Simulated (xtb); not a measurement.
Cl$_{3}$Er (SMILES [Cl][Er]([Cl])[Cl]), quartet, geometry from GFN2-xTB (such geometries of metal compounds can be far from the true shape) (GFN-xTB holds the 4f electrons in the core, so unpaired electrons go into valence orbitals and the state isn't the physical one). Base run: xtb 6.7.1 with GFN2-xTB.

Geometry (Å):
```xyz
4

Er     0.1229     0.3685     0.2491
Cl     1.8687    -0.7831    -0.8776
Cl    -0.9559    -1.3946     1.4201
Cl    -1.4044     0.7038    -1.5391
```
Charge 0, spin multiplicity 4.
All else is at xtb's defaults.
Base energy -14.72833 Eh.

Each row names what was changed in the base input (with any setting that the change needs).

```json
[
 {"change": "base", "ΔE vs base (kcal/mol)": "0.000", "dipole (D)": "3.15", "SCF cycles": "40"},
 {"change": "file = coord", "ΔE vs base (kcal/mol)": "0.000", "dipole (D)": "3.15", "SCF cycles": "40"},
 {"change": "acc = 0.0001", "ΔE vs base (kcal/mol)": "0.000", "dipole (D)": "3.15", "SCF cycles": "52"},
 {"change": "etemp = 10000", "ΔE vs base (kcal/mol)": "-121.5", "dipole (D)": "2.07", "SCF cycles": "22"},
 {"change": "etemp = 10", "ΔE vs base (kcal/mol)": "1.51", "dipole (D)": "2.99", "SCF cycles": "140"},
 {"change": "etemp = 5000", "ΔE vs base (kcal/mol)": "-47.21", "dipole (D)": "3.22", "SCF cycles": "22"},
 {"change": "acc = 0.1", "ΔE vs base (kcal/mol)": "0.000", "dipole (D)": "3.15", "SCF cycles": "44"}
]
```
